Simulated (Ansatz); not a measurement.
Mulliken charges of `N=[CH][GaH][OH]` from PBE/def2-TZVPP in Ansatz (PBE0-D4/def2-TZVP geometry).

```json
{"atom": "N1", "x (Å)": "-1.617", "y (Å)": "-0.878", "z (Å)": "-0.103", "charge (e)": "-0.185"}
{"atom": "C2", "x (Å)": "-1.154", "y (Å)": "0.303", "z (Å)": "-0.155", "charge (e)": "-0.154"}
{"atom": "Ga3", "x (Å)": "0.769", "y (Å)": "0.801", "z (Å)": "0.020", "charge (e)": "0.306"}
{"atom": "O4", "x (Å)": "1.909", "y (Å)": "-0.563", "z (Å)": "0.219", "charge (e)": "-0.365"}
{"atom": "H5", "x (Å)": "-0.880", "y (Å)": "-1.572", "z (Å)": "0.042", "charge (e)": "0.145"}
{"atom": "H6", "x (Å)": "-1.904", "y (Å)": "1.089", "z (Å)": "-0.308", "charge (e)": "0.105"}
{"atom": "H7", "x (Å)": "1.440", "y (Å)": "2.205", "z (Å)": "0.014", "charge (e)": "-0.018"}
{"atom": "H8", "x (Å)": "1.530", "y (Å)": "-1.443", "z (Å)": "0.217", "charge (e)": "0.165"}
```

Q: By hand: the dipole of these point charges (1 e Å = 4.8032 D).

A: Σ q r = (-0.086, 0.175, -0.022) e Å, of length 0.196 e Å = 0.94 D.

Q: How does the dipole of the full density compare? (Estimate.)

A: The calculation gave: (0.001, 0.070, -0.011) e Å, 0.34 D; the point charges give 2.76 times that, at 27° from its direction.

Point charges leave out the atoms' own dipoles, such as those of lone pairs, and Mulliken's split depends on the basis, so the two needn't agree.
